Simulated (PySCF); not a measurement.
BaCl (SMILES [Cl][Ba]), doublet, at a GFN2-xTB geometry (such geometries of metal compounds can be far from the true shape) (the spin is typed, not shown lowest) (core potentials on Ba); DF-SVWN5/def2-TZVPD (PySCF).

The PySCF input:
```python
from pyscf import gto, scf, dft
import numpy

mol = gto.M(
    atom='''
Ba   -0.000000   -0.000000   -0.585540
Cl    0.000000    0.000000    1.928839
''',
    basis='def2-tzvpd',
    ecp={'Ba': 'def2-tzvpd'},
    charge=0,
    spin=1,
    verbose=4,
    cart=True,
)
print('smallest overlap eigenvalue', numpy.linalg.eigvalsh(mol.intor('int1e_ovlp'))[0])

mf = dft.UKS(mol)
mf.xc = 'lda,vwn'
mf = mf.density_fit(auxbasis='def2-universal-jkfit')
mf.kernel()
mf.analyze()
```

Output, abridged:

```
PySCF version 2.14.0

[INPUT] verbose = 4
[INPUT] num. atoms = 2
[INPUT] num. electrons = 27
[INPUT] charge = 0
[INPUT] spin (= nelec alpha-beta = 2S) = 1
[INPUT] symmetry False subgroup None
[INPUT] Mole.unit = angstrom
[INPUT] Cartesian GTO integrals (6d 10f)
[INPUT] Symbol           X                Y                Z      unit          X                Y                Z       unit  Magmom
[...]
nuclear repulsion = 35.7782680560091
number of shells = 30
number of NR pGTOs = 147
number of NR cGTOs = 98
basis = def2-tzvpd
ecp = {'Ba': 'def2-tzvpd'}
smallest overlap eigenvalue 4.767512728986354e-05

******** <class 'pyscf.df.df_jk.DFUKS'> ********
method = DFUKS
initial guess = minao
damping factor = 0
level_shift factor = 0
DIIS = <class 'pyscf.scf.diis.CDIIS'>
diis_start_cycle = 1
diis_space = 8
diis_damp = 0
SCF conv_tol = 1e-09
SCF conv_tol_grad = None
SCF max_cycles = 50
direct_scf = False
number electrons alpha = 14  beta = 13
XC library pyscf.dft.libxc version 7.1.2
    S. Lehtola, C. Steigemann, M. J. T. Oliveira, and M. A. L. Marques,  SoftwareX 7, 1–5 (2018)
XC functionals = lda,vwn
    P. A. M. Dirac,  Math. Proc. Cambridge Philos. Soc. 26, 376 (1930)
    F. Bloch,  Z. Phys. 57, 545 (1929)
    S. H. Vosko, L. Wilk, and M. Nusair,  Can. J. Phys. 58, 1200 (1980)
radial grids:
    Treutler-Ahlrichs [JCP 102, 346 (1995); DOI:10.1063/1.469408] (M4) radial grids

becke partition: Becke, JCP 88, 2547 (1988); DOI:10.1063/1.454033
pruning grids: <function nwchem_prune>
grids dens level: 3
symmetrized grids: False
atomic radii adjust function: <function treutler_atomic_radii_adjust>
small_rho_cutoff = 0
Set gradient conv threshold to 3.16228e-05
tot grids = 42808
init E= -475.530778079553

cycle= 1 E= -484.132103650874  delta_E= -8.6  |g|= 0.341  |ddm|= 16.7
cycle= 2 E= -484.064604598765  delta_E= 0.0675  |g|= 0.517  |ddm|= 4.08
cycle= 3 E= -484.210897294675  delta_E= -0.146  |g|= 0.0722  |ddm|= 2.59
cycle= 4 E= -484.212765794106  delta_E= -0.00187  |g|= 0.0471  |ddm|= 0.388
cycle= 5 E= -484.214176915143  delta_E= -0.00141  |g|= 0.0057  |ddm|= 0.0578
cycle= 6 E= -484.214194560267  delta_E= -1.76e-05  |g|= 0.0016  |ddm|= 0.0577
cycle= 7 E= -484.214196802552  delta_E= -2.24e-06  |g|= 0.000321  |ddm|= 0.0145
cycle= 8 E= -484.214196892309  delta_E= -8.98e-08  |g|= 8.48e-05  |ddm|= 0.00563
cycle= 9 E= -484.214196897754  delta_E= -5.45e-09  |g|= 4.32e-06  |ddm|= 0.00032
cycle= 10 E= -484.21419689778  delta_E= -2.57e-11  |g|= 1.19e-06  |ddm|= 0.000151
Extra cycle  E= -484.214196897677  delta_E= 1.02e-10  |g|= 1.61e-06  |ddm|= 5.86e-05
converged SCF energy = -484.214196897677  <S^2> = 0.75038785  2S+1 = 2.0003878
**** SCF Summaries ****
Total Energy =                        -484.214196897677425
Nuclear Repulsion Energy =              35.778268056009068
One-electron Energy =                 -749.499450502325658
Two-electron Energy =                  229.506985548639136
Two-electron Coulomb Energy =          259.910190725523705
DFT Exchange-Correlation Energy =      -30.403205176884555
**** MO energy ****
                             alpha | beta                alpha | beta
[...]
spin_pop of  0 Ba 5s        0.00085
spin_pop of  0 Ba 6s        0.88317
spin_pop of  0 Ba 7s        0.01278
spin_pop of  0 Ba 8s        0.00006
spin_pop of  0 Ba 9s        0.00114
spin_pop of  0 Ba 10s        0.00001
spin_pop of  0 Ba 5px       0.00001
spin_pop of  0 Ba 5py       0.00001
spin_pop of  0 Ba 5pz      -0.00000
spin_pop of  0 Ba 6px      -0.00230
spin_pop of  0 Ba 6py      -0.00230
spin_pop of  0 Ba 6pz      -0.00057
spin_pop of  0 Ba 7px      -0.00249
spin_pop of  0 Ba 7py      -0.00249
spin_pop of  0 Ba 7pz       0.00354
spin_pop of  0 Ba 8px      -0.00044
spin_pop of  0 Ba 8py      -0.00044
spin_pop of  0 Ba 8pz       0.01058
spin_pop of  0 Ba 5dxx      0.00007
spin_pop of  0 Ba 5dxy      0.00008
spin_pop of  0 Ba 5dxz      0.00007
spin_pop of  0 Ba 5dyy      0.00019
spin_pop of  0 Ba 5dyz      0.00013
spin_pop of  0 Ba 5dzz     -0.00000
spin_pop of  0 Ba 6dxx      0.00058
spin_pop of  0 Ba 6dxy     -0.00003
spin_pop of  0 Ba 6dxz      0.00058
spin_pop of  0 Ba 6dyy      0.00648
spin_pop of  0 Ba 6dyz      0.00854
spin_pop of  0 Ba 6dzz      0.00000
spin_pop of  0 Ba 7dxx      0.00177
spin_pop of  0 Ba 7dxy      0.00815
spin_pop of  0 Ba 7dxz      0.00177
spin_pop of  0 Ba 7dyy      0.02526
spin_pop of  0 Ba 7dyz      0.00099
spin_pop of  0 Ba 7dzz     -0.00000
spin_pop of  0 Ba 4fxxx     0.00273
spin_pop of  0 Ba 4fxxy     0.00102
spin_pop of  0 Ba 4fxxz     0.00035
spin_pop of  0 Ba 4fxyy     0.00102
spin_pop of  0 Ba 4fxyz    -0.00000
spin_pop of  0 Ba 4fxzz     0.00100
spin_pop of  0 Ba 4fyyy     0.00273
spin_pop of  0 Ba 4fyyz     0.00035
spin_pop of  0 Ba 4fyzz     0.00100
spin_pop of  0 Ba 4fzzz     0.00233
spin_pop of  1 Cl 1s        0.00000
spin_pop of  1 Cl 2s        0.00000
spin_pop of  1 Cl 3s        0.01515
spin_pop of  1 Cl 4s        0.00463
spin_pop of  1 Cl 5s        0.00035
spin_pop of  1 Cl 6s        0.00011
spin_pop of  1 Cl 2px      -0.00000
spin_pop of  1 Cl 2py      -0.00000
spin_pop of  1 Cl 2pz      -0.00000
spin_pop of  1 Cl 3px      -0.00297
spin_pop of  1 Cl 3py      -0.00297
spin_pop of  1 Cl 3pz      -0.00115
spin_pop of  1 Cl 4px       0.00028
spin_pop of  1 Cl 4py       0.00028
spin_pop of  1 Cl 4pz       0.00014
spin_pop of  1 Cl 5px       0.00003
spin_pop of  1 Cl 5py       0.00003
spin_pop of  1 Cl 5pz       0.00235
spin_pop of  1 Cl 6px       0.00000
spin_pop of  1 Cl 6py       0.00000
spin_pop of  1 Cl 6pz       0.00084
spin_pop of  1 Cl 7px       0.00000
spin_pop of  1 Cl 7py       0.00000
spin_pop of  1 Cl 7pz       0.00009
spin_pop of  1 Cl 3dxx      0.00000
spin_pop of  1 Cl 3dxy     -0.00000
spin_pop of  1 Cl 3dxz      0.00017
spin_pop of  1 Cl 3dyy     -0.00000
spin_pop of  1 Cl 3dyz      0.00017
spin_pop of  1 Cl 3dzz      0.00122
spin_pop of  1 Cl 4dxx      0.00349
spin_pop of  1 Cl 4dxy      0.00000
spin_pop of  1 Cl 4dxz      0.00025
spin_pop of  1 Cl 4dyy      0.00363
spin_pop of  1 Cl 4dyz      0.00025
spin_pop of  1 Cl 4dzz      0.00224
spin_pop of  1 Cl 5dxx      0.00088
spin_pop of  1 Cl 5dxy     -0.00000
spin_pop of  1 Cl 5dxz      0.00029
spin_pop of  1 Cl 5dyy      0.00098
spin_pop of  1 Cl 5dyz      0.00029
spin_pop of  1 Cl 5dzz      0.00062
spin_pop of  1 Cl 4fxxx     0.00000
spin_pop of  1 Cl 4fxxy     0.00000
spin_pop of  1 Cl 4fxxz     0.00000
spin_pop of  1 Cl 4fxyy     0.00000
spin_pop of  1 Cl 4fxyz    -0.00000
spin_pop of  1 Cl 4fxzz     0.00000
spin_pop of  1 Cl 4fyyy     0.00000
spin_pop of  1 Cl 4fyyz     0.00000
spin_pop of  1 Cl 4fyzz     0.00000
spin_pop of  1 Cl 4fzzz     0.00005
In total            14.00000 | 13.00000
Dipole moment(X, Y, Z, Debye): -0.00000, -0.00000, -4.19232
```
